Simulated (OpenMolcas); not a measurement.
**GaClF: a line through the functionals**

The species is GaClF (3 atoms), meant as a doublet with charge 0. As SMILES, `[F][Ga][Cl]`. Geometry: relaxed at PBE0-D4/def2-TZVP.

The vertical energy of the quartet above the doublet y, in eV, basis cc-pVTZ; a is the functional's share of exact exchange. Programs: OpenMolcas 26.06.

```
functional     program     a  y (eV)
     UBLYP  OpenMolcas     0    6.19
  U-r2SCAN  OpenMolcas     0    6.11
    UB3LYP  OpenMolcas   0.2       ?
     UPBE0  OpenMolcas  0.25    6.30
    UBHLYP  OpenMolcas   0.5    6.33
```

Fit y = c + s·a to the known rows and predict UB3LYP.


1. Means of the 4 rows: a = 0.1875, y = 6.232.
2. Σ(Δa)² = 0.17188, Σ(Δa·Δy) = 0.065625, so the slope is 0.065625/0.17188 = 0.38181.
3. Intercept: 6.232 − (0.38181) × 0.1875 = 6.160. The largest residual of the fit is 0.050.
4. UB3LYP: 6.160 + (0.38181) × 0.2 = 6.24 eV.

The run gave 6.39 eV, so the prediction is off by -0.15 eV, more than the scatter of the fit. The rows mix families of semi-local functionals, which the line can't see.
